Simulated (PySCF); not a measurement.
Compound: C8H11 (charge +1).
Atom-mapped SMILES: `[cH:1]1[cH:2][c+:3]1[CH2:4][CH:5]1[CH2:6][CH2:7][CH2:8]1` (hydrogens: H9 on C1; H10 on C2; H11, H12 on C4; H13 on C5; H14, H15 on C6; H16, H17 on C7; H18, H19 on C8)

Computed geometry: GFN2-xTB, gas phase.

(1) List the bond lengths, angles and torsions at this level.

Results:

(1) 
| bond | length (bohr) | order |
| --- | --- | --- |
| C1–C2 | 2.569 | aromatic |
| C3–C4 | 2.686 | single |
| C4–C5 | 2.967 | single |
| C5–C6, C5–C8 | 2.899 | single |
| C6–C7, C7–C8 | 2.907 | single |
| C1–C3, C2–C3 | 2.646 | aromatic |
| C1–H9, C2–H10 | 2.018 | single |
| C4–H11, C4–H12 | 2.061 | single |
| C5–H13 | 2.061 | single |
| C6–H14, C8–H18 | 2.054 | single |
| C6–H15, C8–H19 | 2.054 | single |
| C7–H16 | 2.051 | single |
| C7–H17 | 2.052 | single |

Bonds in one row agree within 0.02 bohr and their mean is given. Orders are formal, as drawn. A selection of angles:
| angle | degrees |
| --- | --- |
| C2–C1–C3 | 60.9 |
| C2–C3–C4 | 150.6 |
| C1–C3–C2 | 58.1 |
| C1–C3–C4 | 150.3 |
| C3–C4–C5 | 105.2 |
| C4–C5–C6 | 117.6 |
| C4–C5–C8 | 113.6 |
| C6–C5–C8 | 90.1 |
| C5–C6–C7 | 88.7 |
| C6–C7–C8 | 89.8 |

Dihedral angles: C2–C3–C4–C5 -77° (synclinal); C3–C4–C5–C6 -76° (synclinal); C4–C5–C6–C7 -130° (anticlinal); C5–C6–C7–C8 13° (synperiplanar); C6–C7–C8–C5 -13° (synperiplanar); C4–C5–C8–C7 133° (anticlinal). The mirror-image conformer, all signs reversed, is as good.

The 3-membered ring C1–C2–C3 has internal angles of 58.1° to 61.0°. The 9 C–C bonds span 1.359 Å (C1–C2, drawn aromatic) to 1.570 Å (C4–C5, drawn single), a spread of 0.211 Å. C1 (unsaturated ring CH carbon) is planar (angles 150.0°, 149.1° and 60.9°, sum 360.0°, 0.00 Å off the plane of its three neighbours). The 4-membered ring C5–C6–C7–C8 has internal angles of 88.5° to 90.1°; it is puckered, 0.09 Å rms from its mean plane, widest ring torsion 13°. Of the pairs four or more bonds apart, H11···H15 is among the closest relative to their van der Waals radii: 2.48 Å, 104 % of the sum of Bondi's values. C3 (unsaturated ring carbon) has angles 150.6°, 150.3° and 58.1°, sum 359.0°, 0.07 Å off the plane of its three neighbours.

Point group: C1 (no symmetry element, even within 0.4 Å). No frequency check.
